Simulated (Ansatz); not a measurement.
`CN[SiH](N)S` + `[CH3][V](=[NH])([Cl])[Cl]` → `CN[SiH](C)S` + `[NH]=[V]([NH2])([Cl])[Cl]`  (redistribution)

Computed with Ansatz on PBE0-D4/def2-TZVP structures; ΔE is electronic, products minus reactants. CCSD(T)/CBS is the MP2 limit (def2-TZVPP, def2-QZVPP) plus CCSD(T) − MP2 in def2-TZVPP, frozen cores. Functionals use def2-TZVPP. B3LYP here is the variant with VWN-RPA as its local correlation; programs differ in this. For V outer-core shells are correlated without core-valence functions, which leaves a few kJ/mol of doubt a bond. Scalar relativity is left out up to krypton. One conformer a species, not always the lowest.

`CN[SiH](N)S`:

Cartesian coordinates in Å:
```
C 0.316 1.909 0.556
N -0.328 0.617 0.656
Si -0.072 -0.663 -0.441
N -1.354 -1.759 -0.193
S 1.662 -1.922 -0.219
H 1.272 1.960 1.093
H 0.517 2.134 -0.494
H -0.332 2.703 0.938
H -0.576 0.363 1.601
H 0.093 0.006 -1.761
H -1.293 -2.706 -0.524
H -2.304 -1.432 -0.127
H 2.399 -1.210 -1.086
```

`[CH3][V](=[NH])([Cl])[Cl]`:

Cartesian coordinates in Å:
```
C 0.130 1.159 0.493
V 0.263 -0.582 -0.467
N -1.053 -1.325 0.039
Cl 0.138 -0.162 -2.573
Cl 2.027 -1.579 0.258
H -0.789 1.665 0.193
H 1.013 1.730 0.190
H 0.128 0.978 1.569
H -1.858 -1.883 0.297
```

`CN[SiH](C)S`:

Cartesian coordinates in Å:
```
C 1.017 -0.332 1.731
N 1.087 0.309 0.437
Si -0.225 0.581 -0.627
C -1.387 -0.873 -0.564
S 0.708 0.857 -2.540
H 0.840 0.370 2.557
H 1.939 -0.879 1.946
H 0.204 -1.061 1.741
H 1.895 0.900 0.319
H -1.023 1.823 -0.391
H -2.158 -0.753 -1.328
H -0.858 -1.809 -0.756
H -1.888 -0.944 0.405
H -0.151 1.813 -2.930
```

`[NH]=[V]([NH2])([Cl])[Cl]`:

```xyz
8

N    -0.549    1.248    0.741
V     0.088   -0.193    0.495
N     0.143   -0.336   -1.296
Cl    2.084   -0.279    1.330
Cl   -1.188   -1.725    1.344
H    -0.932    2.119    1.087
H    -0.160    0.343   -1.975
H     0.513   -1.176   -1.726
```

CCSD(T)/CBS gives -27.7 kJ/mol.

Question: Another level gave -24.5 kJ/mol. Which?
A. r2SCAN/def2-TZVPP
B. B3LYP/def2-TZVPP
C. ωB97M-V/def2-TZVPP
D. HF/def2-TZVPP

Answer: C. ωB97M-V -24.5, HF/def2-TZVPP 0.3, r2SCAN -34.9, B3LYP -30.2 kJ/mol.

Largest T1 diagnostic among the species: 0.030, so the coupled-cluster value is less sure than usual.

In def2-TZVPP, CCSD(T) changes the Hartree–Fock value by −30.7 kJ/mol (the triples alone add −13.6 kJ/mol) and MP2 by −56.6 kJ/mol. From PBE to PBE0 (25 % exact exchange), in def2-TZVPP and without D4, ΔE moves by +9.1 kJ/mol.
